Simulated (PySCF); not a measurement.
Numbering as in the mapped SMILES `[F:1][c:2]1[cH:3][c:4]([F:5])[c:6]2[c:7]([cH:8]1)[CH2:9]2` (H(Xn): hydrogen on atom n).

GIAO PBE0/pcSseg-1 shifts (PySCF 2.14.0 with density-fitted response routines, gas phase, non-relativistic, equivalent atoms averaged), each against references optimised in the same way as the molecule (CFCl3, TMS).

On the GFN2-xTB geometry: F1 -106.3, F5 -115.2, C2 175.1, C4 160.6, C7 141.0, C3 110.9, C6 106.8, C8 105.9, C9 26.8, H(C8) 7.14, H(C3) 6.76, H(C9) 3.64 ppm.

What changes on the PBE0-D3(BJ)/def2-SVP geometry?

## Answers


| atoms | δ (ppm) | change |
| --- | --- | --- |
| F1 | -101.2 | +5.1 |
| F5 | -108.8 | +6.4 |
| C2 | 173.1 | -2.0 |
| C4 | 159.0 | -1.6 |
| C7 | 138.9 | -2.1 |
| C3 | 109.4 | -1.5 |
| C6 | 104.6 | -2.2 |
| C8 | 104.0 | -1.9 |
| C9 | 25.1 | -1.7 |
| H(C8) | 6.93 | -0.21 |
| H(C3) | 6.57 | -0.19 |
| H(C9) | 3.47 | -0.17 |

Unscaled 19F shifts against computed CFCl3 carry errors that often reach 10 to 50 ppm.

Bonds between heavy atoms that differ most (equivalent bonds averaged): C6–C7 1.383 → 1.355 Å, C7–C8 1.355 → 1.375 Å, C4–C6 1.352 → 1.371 Å, C4–F5 1.345 → 1.327 Å, F1–C2 1.347 → 1.331 Å. Mean change of bonds to hydrogen: C–H +0.015 Å.
